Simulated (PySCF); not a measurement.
Compound: C₇H₁₁FS₂.
SMILES with atom numbers: `[CH2:1]=[C:2]([CH3:3])[C:4]1([F:5])[CH2:6][S:7][CH2:8][S:9][CH2:10]1` (hydrogens: H11, H12 on C1; H13, H14, H15 on C3; H16, H17 on C6; H18, H19 on C8; H20, H21 on C10)

Computed geometry: GFN2-xTB, gas phase.

**Question.** List the bond lengths, angles and torsions at this level.

**Answer.** 
```tsv
bond	length (Å)
C1=C2	1.324
C2–C3	1.496
C2–C4	1.518
C4–F5	1.394
C4–C6, C4–C10	1.534
C6–S7, S9–C10	1.816
S7–C8, C8–S9	1.822
C1–H11	1.076
C1–H12	1.076
C3–H13, C3–H14, C3–H15	1.088
C6–H16, C10–H20	1.090
C6–H17, C10–H21	1.089
C8–H18	1.089
C8–H19	1.089
```

Bonds in one row agree within 0.01 Å and their mean is given. A selection of angles:
```tsv
angle	degrees
C1–C2–C3	123.0
C1–C2–C4	121.6
C3–C2–C4	115.3
C2–C4–F5	108.5
C2–C4–C6	109.2
C2–C4–C10	114.1
F5–C4–C6	107.3
F5–C4–C10	105.6
C6–C4–C10	111.7
C4–C6–S7	112.3
C6–S7–C8	99.1
S7–C8–S9	114.1
C4–C10–S9	112.6
```

Dihedral angles: C1–C2–C4–F5 -158° (antiperiplanar); C2–C4–C6–S7 -168° (antiperiplanar); C4–C6–S7–C8 74° (synclinal); C6–S7–C8–S9 -28° (synperiplanar); S7–C8–S9–C10 -31° (synclinal); C8–S9–C10–C4 73° (synclinal); C2–C4–C10–S9 88° (synclinal). The mirror-image conformer, all signs reversed, is as good.

The 5 C–C bonds span 1.324 Å (C1=C2, drawn double) to 1.534 Å (C4–C10, drawn single), a spread of 0.210 Å. The 6-membered ring C4–C6–S7–C8–S9–C10 has internal angles of 99.1° to 114.1° (sum 649°, against 720° for a flat polygon); it is puckered, 0.42 Å rms from its mean plane, widest ring torsion 74°. Of the pairs four or more bonds apart, S9···H12 is among the closest relative to their van der Waals radii: 2.67 Å, 89 % of the sum of Bondi's values. S7 (sulfide sulfur) is bent (angle 99.1°).

Point group: C1 (no symmetry element, even within 0.4 Å). No GFN2-xTB frequencies stand behind this structure, so it isn't proved a minimum. The numbers are those of one conformer.
